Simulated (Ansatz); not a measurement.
C$_{7}$H$_{8}$O, charge +1, quartet, at a GFN2-xTB geometry of the parent state (a state made from the parent by changing its charge; the spin is typed, not shown lowest); SVWN5/STO-3G run with Ansatz (a first-principles code).

Ansatz was given this input:
Ansatz 0.2 input:
```yaml
crystal:
  periodic: [false, false, false]
  atoms:
    - {symbol: C, position_ang: [-2.82886691, 0.11365998, 0.41084630]}
    - {symbol: C, position_ang: [-1.36084943, 0.08196016, 0.24103019]}
    - {symbol: C, position_ang: [-0.47524385, 0.68309352, 1.12500116]}
    - {symbol: C, position_ang: [0.88163698, 0.63730515, 0.94181897]}
    - {symbol: C, position_ang: [1.41781904, -0.08979791, -0.25812852]}
    - {symbol: O, position_ang: [2.75994491, -0.14696017, -0.45819888]}
    - {symbol: C, position_ang: [0.54333867, -0.69511269, -1.14965421]}
    - {symbol: C, position_ang: [-0.81243319, -0.64286232, -0.95628549]}
    - {symbol: H, position_ang: [-3.22651680, -0.90388393, 0.47087693]}
    - {symbol: H, position_ang: [-3.11907885, 0.66090837, 1.30475859]}
    - {symbol: H, position_ang: [-3.30224152, 0.57673260, -0.46013301]}
    - {symbol: H, position_ang: [-0.87348754, 1.20425276, 1.98620988]}
    - {symbol: H, position_ang: [1.57899501, 1.10002326, 1.62097482]}
    - {symbol: H, position_ang: [3.21478773, 0.32271562, 0.25174725]}
    - {symbol: H, position_ang: [0.96156029, -1.20965675, -2.00196752]}
    - {symbol: H, position_ang: [-1.50598552, -1.10488583, -1.63464623]}
basis:
  gaussian:
    orbitals: STO-3G
hamiltonian:
  xc: {name: SVWN5}
total_charge: 1
magnetization: {spin_polarized: true, initial_magnetization: 3}
```

### Question
Write the output that Ansatz gives for this input, abridged.

### Answer

```
Functional definition: SVWN5
678 factors; integrals over basis functions are off by at most 5.2e-5 eV
mean field evaluation 1: about -9223.1757 eV, gradient 1.0e1 eV
mean field evaluation 2: about -9218.8568 eV, gradient 2.4e1 eV
mean field evaluation 4: about -9223.7673 eV, gradient 5.7e0 eV
mean field evaluation 8: about -9224.0076 eV, gradient 4.0e-1 eV
mean field evaluation 16: about -9223.7798 eV, gradient 1.5e-3 eV
mean field evaluation 32: about -9220.0183 eV, gradient 1.5e1 eV
mean field evaluation 64: about -9222.2525 eV, gradient 9.4e0 eV
mean field -9223.77982372 eV, -338.9676564190 hartree, gradient 6.9e-5 eV, S^2 3.753012; 6 other end points of the search recorded, 0 dependent functions left out
reference -9223.77985185 eV, -338.9676574529 hartree; 30, 27 occupied and 18, 21 virtual orbitals, 678 factors
Total energy: -9223.77985185 eV, -338.9676574529 hartree
```
